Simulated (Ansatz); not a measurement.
Ansatz (an electronic-structure program) input:

Ansatz 0.2 input:
```yaml
crystal:
  periodic: [false, false, false]
  atoms:
    - {symbol: O, position_ang: [-2.09899083, 0.33409153, 0.37067787]}
    - {symbol: C, position_ang: [-0.97246418, 0.15478488, 0.17173536]}
    - {symbol: B, position_ang: [0.48534028, -0.07725049, -0.08571019]}
    - {symbol: F, position_ang: [1.22605821, 0.90572018, -0.58752276]}
    - {symbol: F, position_ang: [1.01838738, -1.26296341, 0.19115785]}
basis:
  gaussian:
    orbitals: def2-TZVPD
hamiltonian:
  xc: {name: B2PLYP}
magnetization: {spin_polarized: true, initial_magnetization: 1}
correlation: {electrons: outside_noble_gas}
```

Predict the final energy.

-337.88343 Eh (B2PLYP/def2-TZVPD). The basis has 194 functions.

It need not be the lowest isomer of its formula.
